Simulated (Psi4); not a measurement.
Relaxed torsion scan: SMILES [SiH2]([SiH2]C=C)Cl. Scanned: dihedral C1–C2–Si3–Si4; all other coordinates were relaxed at GFN2-xTB. Points at φ and −φ are mirror images. Heavy atoms are numbered in the order of the SMILES C=C[SiH2][SiH2]Cl, hydrogens after them in the order of the atoms that carry them; the mirror image has the same energies with the sign of each dihedral reversed.

- PBE/def2-TZVP // GFN2-xTB (Psi4)
- PBE-D3(BJ)/def2-TZVP // GFN2-xTB (Psi4)
- B3LYP-D3(BJ)/def2-TZVP // GFN2-xTB (Psi4)
- MP2/cc-pVTZ = DF-MP2 (frozen core)/cc-pVTZ // GFN2-xTB run with Psi4

Energies relative to the lowest point of each profile, in kcal/mol; the last columns give the difference from MP2:

```tsv
φ / °	PBE/def2-TZVP	PBE-D3(BJ)/def2-TZVP	B3LYP-D3(BJ)/def2-TZVP	MP2/cc-pVTZ	PBE/def2-TZVP − MP2/cc-pVTZ	PBE-D3(BJ)/def2-TZVP − MP2/cc-pVTZ	B3LYP-D3(BJ)/def2-TZVP − MP2/cc-pVTZ
-150	1.1	1.1	1.1	1.1	0.0	0.0	0.0
-120	0.0	0.0	0.0	0.0	0.0	0.0	0.0
-90	0.2	0.2	0.2	0.2	0.0	0.0	0.0
-60	1.1	0.9	0.9	1.0	0.1	0.0	0.0
-30	1.1	0.9	0.8	0.8	0.3	0.1	0.0
0	0.8	0.6	0.5	0.5	0.3	0.1	0.0
30	1.1	0.9	0.8	0.8	0.3	0.1	0.0
60	1.1	0.9	0.9	1.0	0.1	0.0	0.0
90	0.2	0.2	0.2	0.2	0.0	0.0	0.0
120	0.0	0.0	0.0	0.0	0.0	0.0	0.0
150	1.1	1.1	1.1	1.1	0.0	0.0	0.0
180	2.2	2.2	2.2	2.2	0.0	0.0	0.0
```

PBE/def2-TZVP is furthest from MP2/cc-pVTZ at 0 (0.3 kcal/mol, above); its mean absolute difference over the points is 0.1 kcal/mol.

PBE-D3(BJ)/def2-TZVP is furthest from MP2/cc-pVTZ at 0 (0.1 kcal/mol, above); its mean absolute difference over the points is 0.0 kcal/mol.

B3LYP-D3(BJ)/def2-TZVP is furthest from MP2/cc-pVTZ at -60 (0.0 kcal/mol, below); its mean absolute difference over the points is 0.0 kcal/mol.
